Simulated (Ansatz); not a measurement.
Ansatz (a program for electronic structure) input (BLYP/def2-TZVPD):

Ansatz 0.2 input:
```yaml
crystal:
  periodic: [false, false, false]
  atoms:
    - {symbol: Sc, position_ang: [0.90935144, 0.27545181, 0.20996304]}
    - {symbol: Br, position_ang: [-0.45098982, 1.44988822, -1.30179838]}
    - {symbol: Br, position_ang: [-0.09462104, -1.61515931, 1.17582056]}
basis:
  gaussian:
    orbitals: def2-TZVPD
hamiltonian:
  xc: {name: BLYP}
total_charge: 1
output: {forces: true}
```

Output:

```
Functional definition: BLYP
integrals: 0.12 GiB planned
1311 factors; their error is unknown
mean field: 0.63 GiB planned
mean field evaluation 1: about -160787.4860 eV, gradient 3.6e1 eV
mean field evaluation 2: about -160754.7926 eV, gradient 1.4e2 eV
mean field evaluation 4: about -160787.4518 eV, gradient 4.0e1 eV
mean field evaluation 8: about -160791.2143 eV, gradient 8.1e-5 eV
mean field -160791.21432946 eV, -5908.9681384079 hartree, gradient 2.3e-5 eV, S^2 0.000000; 0 other end points of the search recorded, 0 dependent functions left out
the calculation of the forces begins
reference -160791.21465923 eV, -5908.9681505269 hartree; 45, 45 occupied and 117, 117 virtual orbitals, 1311 factors
Total energy: -160791.21465923 eV, -5908.9681505269 hartree
Atom 0 at     0.909351     0.275452     0.209963 Å, force     0.348960     0.105703     0.080572 eV/Å
Atom 1 at    -0.450990     1.449888    -1.301798 Å, force    -0.198228     0.151402    -0.205394 eV/Å
Atom 2 at    -0.094621    -1.615159     1.175821 Å, force    -0.150732    -0.257106     0.124822 eV/Å
Dipole moment:     1.235090     0.374121     0.285174 e Å
```

The spin state was set by rule; other spins were not relaxed.
